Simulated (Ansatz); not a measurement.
Nudged elastic band run: BClH4OSn

Input:

```yaml
crystal:
  periodic: [false, false, false]
  atoms:
    - { symbol: B, position_ang: [-0.735798, 1.589937, -0.144024] }
    - { symbol: Sn, position_ang: [0.487298, -0.322785, -0.204518] }
    - { symbol: O, position_ang: [0.246191, -1.301349, 1.477993] }
    - { symbol: Cl, position_ang: [-0.447507, -1.723924, -1.879032] }
    - { symbol: H, position_ang: [-0.827064, 2.258646, -1.129726] }
    - { symbol: H, position_ang: [-1.288466, 1.920876, 0.861027] }
    - { symbol: H, position_ang: [2.154818, -0.268683, -0.558702] }
    - { symbol: H, position_ang: [0.502728, -2.209918, 1.521282] }
basis:
  gaussian: { orbitals: def2-SVP }
hamiltonian:
  xc: hf
neb:
  order_check: false
  images: 6
  f_tol: 0.05
  max_iterations: 60
  initial_path: idpp
  climbing: false
  final_atoms:
    - { symbol: B, position_ang: [-0.73569039, 1.58507487, -0.13485143] }
    - { symbol: Sn, position_ang: [0.51281748, -0.31205019, -0.17871285] }
    - { symbol: O, position_ang: [0.11099472, -1.36453182, 1.42669781] }
    - { symbol: Cl, position_ang: [-0.28728922, -1.5865449, -2.01715465] }
    - { symbol: H, position_ang: [-1.75093641, 1.59732715, 0.49297782] }
    - { symbol: H, position_ang: [-0.40217891, 2.5481892, -0.75901647] }
    - { symbol: H, position_ang: [2.20561386, -0.27619412, -0.37796058] }
    - { symbol: H, position_ang: [0.43886888, -2.24847019, 1.49232036] }
```

Command:

```bash
$ ansatz run input.yaml --threads 1 --pin off --max-ram 2048MiB --backend cpu --events-out ev --progress --plain --runs-dir out
```

Output, in part (warnings, iteration lines, the closing report on the highest movable image, with atoms numbered from 0):

```
NEB end point (image 0): max|allowed force component| = 7.721e-3 eV/Å (the criterion of neb.relax_end_points is 1.000e-2)
NEB end point (image 7): max|allowed force component| = 8.278e-3 eV/Å (the criterion of neb.relax_end_points is 1.000e-2)
NEB iter   1: max|band force component| = 7.966e-1 eV/Å  barrier→ = 0.0881 eV  barrier← = 0.0896 eV  Δτ_max = 0.1942 Å  (289 SCF iters)
NEB iter   2: max|band force component| = 6.953e-1 eV/Å  barrier→ = 0.1306 eV  barrier← = 0.1321 eV  Δτ_max = 0.1108 Å  (233 SCF iters)
NEB iter   3: max|band force component| = 1.420e-1 eV/Å  barrier→ = 0.0046 eV  barrier← = 0.0061 eV  Δτ_max = 0.0167 Å  (229 SCF iters)
NEB iter   4: max|band force component| = 4.469e-2 eV/Å  barrier→ = 0.0026 eV  barrier← = 0.0040 eV  Δτ_max = 0.0000 Å  (455 SCF iters)
Total energy: -21075.59532120 eV, -774.5138425024 hartree
Atom 0 at    -0.637662     1.629735     0.058629 Å, force    -0.011213     0.044370     0.007729 eV/Å
Atom 1 at     0.535980    -0.312703    -0.081032 Å, force     0.038608     0.017436    -0.003822 eV/Å
Atom 2 at    -0.495219    -1.688489     0.861302 Å, force    -0.039301     0.000289     0.020938 eV/Å
Atom 3 at     0.647286    -0.997905    -2.349196 Å, force    -0.005514    -0.003647    -0.015724 eV/Å
Atom 4 at    -1.685673     1.735249    -0.503245 Å, force     0.011115    -0.031853     0.002707 eV/Å
Atom 5 at    -0.203526     2.550101     0.686822 Å, force    -0.018391    -0.004992    -0.003413 eV/Å
Atom 6 at     2.151455    -0.381927     0.459788 Å, force     0.015772    -0.022456     0.000472 eV/Å
Atom 7 at    -0.220441    -2.591261     0.811231 Å, force     0.008923     0.000852    -0.008887 eV/Å
Dipole moment:     0.148352     0.363016     0.374264 e Å
```

It converged. The top lies less than 8 meV above the higher end, about what the thresholds resolve: that end is a shoulder or a very shallow well. No image climbed, so the highest image needn't sit at the top of the path.

Final band (atoms are numbered from 1 in the order of the input):

```
image  path coordinate (Å)  energy (eV)  dihedral H6–B1–Sn2–Cl4 (°)
    0                 0.00        0.000                         121
    1                 0.51        0.001                         142
    2                 1.01        0.000                         163
    3                 1.52        0.000                        -175
    4                 2.02        0.002                        -153
    5                 2.53        0.003                        -132
    6                 3.03        0.000                        -110
    7                 3.54       -0.001                         -89
```

The run took 70 s on 1 thread of Arm Neoverse V1 (shared host), peak memory 0.28 GiB.
